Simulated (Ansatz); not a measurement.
This geometry of FGeH₃O (6 atoms, charge 0, multiplicity 1) is a first-order saddle point.

The calculation used RKS PBE/def2-SVP in Ansatz 0.2.0.

```xyz
6
Properties=species:S:1:pos:R:3
Ge 0.198 -0.028 -0.334
O 0.720 0.210 1.595
H 0.620 -0.624 2.106
H 1.617 0.018 0.473
F -0.760 1.426 -0.624
H -0.883 -1.177 -0.333
```

Task: Which two structures does it join? (They come from a converged band through this point; their orientation in space is the band's.)

Result: Bonds broken: Ge1–O2, Ge1–H4. Bonds formed: O2–H4.

Image 0:

```xyz
6
Properties=species:S:1:pos:R:3
Ge 0.360 -0.068 0.059
O 0.664 -0.072 1.817
H -0.159 -0.214 2.322
H 1.748 0.086 -0.592
F -0.592 1.363 -0.328
H -0.510 -1.269 -0.395
```

Image 8:

```xyz
6
Properties=species:S:1:pos:R:3
Ge 0.016 0.051 -0.830
O 1.007 0.163 1.232
H 0.512 -0.478 1.779
H 1.918 -0.186 1.182
F -1.072 1.400 -0.384
H -0.869 -1.126 -0.096
```

Task: How far does it lie above each of them?

Result: 51.3 kcal/mol above the first and 31.3 kcal/mol above the second. This is the barrier of this one path; another mechanism may lie lower. The orbitals stay closed-shell, which can raise the energy where a bond breaks towards radicals; this wasn't checked here.

The run took 2.1 min on 1 thread of Arm Neoverse V2 (shared host), peak memory 0.13 GiB.
